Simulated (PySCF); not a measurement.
Record of a relaxation.

Species: C3H8BOP.
Atom-mapped SMILES: `[CH2:1]=[C:2]([BH:3][PH2:4])[O:5][CH3:6]` (hydrogens: H7, H8 on C1; H9 on B3; H10, H11 on P4; H12, H13, H14 on C6)

Computed by this run: PBE0-D3(BJ)/def2-SVP geometry optimisation, gas phase (PySCF); density fitting, grid level 1; the optimiser is geomeTRIC in internal coordinates, started from a GFN2-xTB structure with every atom displaced at random (about 0.01 Å). The frame can shift and turn from step to step; on so coarse a grid that alone can change the energy by a few meV, and forces under 0.02 eV/Å are noise.

Step 0: E = -15234.5228 eV, largest atomic force 2.055 eV/Å
```
atom  x, y, z in Å  |  force x, y, z in eV/Å
C1     -1.564   -0.696    0.487   -1.367   1.489   0.371
C2     -0.357   -0.432    0.014    1.675   0.781  -0.728
B3      0.679   -1.527   -0.325    0.828   1.308  -0.053
P4      2.379   -0.896   -0.892   -1.145  -0.088  -1.071
O5      0.149    0.822   -0.228   -0.783   0.077   0.324
C6     -0.680    1.948   -0.006    0.254  -0.754  -0.192
H7     -1.888   -1.688    0.634   -0.327  -1.391   0.144
H8     -2.288    0.098    0.724    0.118  -0.198   0.049
H9      0.408   -2.650   -0.338   -0.337  -1.306  -0.007
H10     2.616    0.096    0.028    0.132   0.864   0.655
H11     3.210   -1.839   -0.365    0.902  -1.096   0.452
H12    -0.079    2.816   -0.272    0.059   0.283  -0.099
H13    -1.003    2.032    1.037    0.044  -0.030   0.340
H14    -1.589    1.901   -0.624   -0.054   0.060  -0.186
```

Step 1: E = -15234.7269 eV, largest atomic force 0.306 eV/Å
```
atom  x, y, z in Å  |  force x, y, z in eV/Å
C1     -1.546   -0.664    0.475   -0.145   0.094  -0.043
C2     -0.321   -0.364   -0.007    0.121   0.155  -0.101
B3      0.717   -1.472   -0.331    0.259   0.162   0.022
P4      2.449   -0.990   -0.914   -0.215  -0.063  -0.064
O5      0.123    0.901   -0.230   -0.125  -0.069   0.073
C6     -0.752    1.970    0.006    0.084  -0.119  -0.018
H7     -1.833   -1.704    0.611    0.038  -0.126  -0.023
H8     -2.295    0.090    0.728   -0.012   0.008   0.070
H9      0.393   -2.626   -0.317   -0.098  -0.184   0.010
H10     2.740    0.051   -0.007    0.060   0.190   0.059
H11     3.250   -2.006   -0.337    0.019  -0.116   0.034
H12    -0.202    2.884   -0.248   -0.043   0.059  -0.019
H13    -1.071    2.020    1.062    0.048  -0.015   0.059
H14    -1.661    1.895   -0.618    0.007   0.026  -0.059
```

Step 2: E = -15234.7380 eV, largest atomic force 0.159 eV/Å
```
atom  x, y, z in Å  |  force x, y, z in eV/Å
C1     -1.547   -0.671    0.449   -0.004  -0.031  -0.016
C2     -0.322   -0.344   -0.020    0.089   0.119  -0.055
B3      0.719   -1.459   -0.310    0.081   0.053  -0.023
P4      2.449   -1.028   -0.917   -0.063  -0.021   0.044
O5      0.118    0.922   -0.234   -0.017  -0.090   0.028
C6     -0.757    1.986    0.015   -0.015  -0.067   0.033
H7     -1.775   -1.732    0.552   -0.084   0.017   0.039
H8     -2.320    0.048    0.735    0.011  -0.006  -0.008
H9      0.376   -2.614   -0.261   -0.015  -0.024  -0.004
H10     2.776    0.070   -0.079    0.016   0.019  -0.025
H11     3.226   -2.040   -0.292    0.006   0.004   0.002
H12    -0.220    2.909   -0.238   -0.009   0.008  -0.006
H13    -1.059    2.024    1.077    0.004   0.009   0.002
H14    -1.670    1.914   -0.604    0.001   0.009  -0.009
```

Step 3: E = -15234.7408 eV, largest atomic force 0.079 eV/Å
```
atom  x, y, z in Å  |  force x, y, z in eV/Å
C1     -1.555   -0.665    0.431    0.003  -0.012   0.013
C2     -0.321   -0.349   -0.029   -0.009  -0.073   0.029
B3      0.730   -1.460   -0.301   -0.058  -0.051  -0.013
P4      2.452   -1.036   -0.922    0.013  -0.007   0.068
O5      0.120    0.914   -0.234    0.005   0.055   0.001
C6     -0.757    1.970    0.027   -0.007   0.040   0.008
H7     -1.822   -1.717    0.546    0.040   0.025  -0.008
H8     -2.312    0.073    0.708   -0.006  -0.010  -0.022
H9      0.389   -2.618   -0.234    0.026   0.039  -0.011
H10     2.786    0.101   -0.135   -0.010  -0.048  -0.040
H11     3.236   -2.025   -0.266    0.001   0.043  -0.018
H12    -0.230    2.900   -0.223    0.009  -0.011   0.000
H13    -1.051    1.999    1.093   -0.010   0.007  -0.020
H14    -1.673    1.899   -0.588    0.003   0.003   0.012
```

Step 4: E = -15234.7421 eV, largest atomic force 0.041 eV/Å
```
atom  x, y, z in Å  |  force x, y, z in eV/Å
C1     -1.556   -0.671    0.430    0.004   0.012  -0.007
C2     -0.322   -0.351   -0.024   -0.007  -0.028   0.029
B3      0.727   -1.463   -0.297   -0.009  -0.003  -0.009
P4      2.447   -1.039   -0.922   -0.001  -0.016   0.028
O5      0.120    0.914   -0.228   -0.003   0.010   0.003
C6     -0.755    1.974    0.028   -0.002   0.007  -0.004
H7     -1.813   -1.724    0.546    0.013   0.004  -0.007
H8     -2.321    0.062    0.698   -0.005   0.004  -0.003
H9      0.389   -2.620   -0.228    0.011   0.015  -0.004
H10     2.780    0.104   -0.148   -0.003  -0.008  -0.015
H11     3.241   -2.016   -0.263    0.004   0.014  -0.009
H12    -0.221    2.900   -0.220    0.002  -0.003   0.000
H13    -1.056    2.007    1.092   -0.003  -0.005  -0.004
H14    -1.668    1.908   -0.591    0.000  -0.001   0.002
```

Step 5: E = -15234.7424 eV, largest atomic force 0.034 eV/Å
```
atom  x, y, z in Å  |  force x, y, z in eV/Å
C1     -1.558   -0.671    0.427    0.005  -0.025  -0.017
C2     -0.320   -0.351   -0.015   -0.002   0.033   0.009
B3      0.730   -1.463   -0.287    0.003   0.003   0.002
P4      2.446   -1.046   -0.924   -0.017  -0.004  -0.005
O5      0.121    0.914   -0.214    0.013   0.010  -0.002
C6     -0.758    1.973    0.032    0.009  -0.003  -0.005
H7     -1.812   -1.725    0.538   -0.017  -0.007   0.009
H8     -2.329    0.060    0.686    0.006  -0.001  -0.002
H9      0.393   -2.620   -0.214    0.001  -0.009   0.003
H10     2.784    0.110   -0.176    0.004   0.016   0.004
H11     3.252   -2.008   -0.261    0.000  -0.006   0.001
H12    -0.220    2.900   -0.208   -0.002   0.002   0.002
H13    -1.073    2.004    1.091   -0.001  -0.003   0.005
H14    -1.663    1.908   -0.600   -0.002  -0.004  -0.004
```

Step 6: E = -15234.7425 eV, largest atomic force 0.028 eV/Å
```
atom  x, y, z in Å  |  force x, y, z in eV/Å
C1     -1.560   -0.676    0.421   -0.009   0.017  -0.011
C2     -0.318   -0.352   -0.007   -0.005  -0.001   0.003
B3      0.732   -1.465   -0.274    0.017   0.021  -0.006
P4      2.441   -1.048   -0.927   -0.001  -0.002  -0.021
O5      0.125    0.914   -0.201    0.006  -0.021   0.001
C6     -0.758    1.973    0.035   -0.003  -0.004   0.000
H7     -1.815   -1.730    0.530    0.000  -0.006   0.005
H8     -2.335    0.054    0.670   -0.003   0.003   0.001
H9      0.398   -2.622   -0.195   -0.002  -0.009   0.010
H10     2.781    0.124   -0.204    0.002   0.013   0.012
H11     3.261   -1.996   -0.260    0.003  -0.011   0.003
H12    -0.217    2.900   -0.195   -0.002   0.001   0.003
H13    -1.088    2.000    1.090   -0.001   0.002   0.004
H14    -1.654    1.908   -0.609   -0.002  -0.002  -0.003
```

Task: Summarise the path.

Result: The energy falls by 5.07 kcal/mol from step 0 to step 6; nine tenths of that is first reached at step 1. It falls at every step. The largest force goes from 2.055 to 0.028 eV/Å. Among the bonds P4–H11 changes most, from 1.363 to 1.420 Å; the atoms move by 0.141 Å rms after alignment.

Task: Follow the three bonds and two angles with the largest change from start to end.

Result: 
```tsv
step	E above end (kcal/mol)	largest force (eV/Å)	P4–H11 (Å)	B3–H9 (Å)	P4–H10 (Å)	C2–B3–P4 (°)	B3–C2–O5 (°)
0	5.07	2.055	1.363	1.156	1.374	115.5	111.1
1	0.36	0.306	1.416	1.198	1.411	119.7	114.3
2	0.10	0.159	1.421	1.206	1.419	120.8	115.0
3	0.04	0.079	1.422	1.209	1.422	121.1	114.8
4	0.01	0.041	1.421	1.208	1.420	121.0	115.0
5	0.00	0.034	1.420	1.207	1.418	121.2	115.0
6	0.00	0.028	1.420	1.207	1.418	121.1	115.1
```

The cost below is that of the whole optimisation. Hardware: an Arm Neoverse V1 with one thread, shared host with 32 logical CPUs at a one-minute load of 36. Cost: 51 s of wall time, 0.50 GiB resident at most.
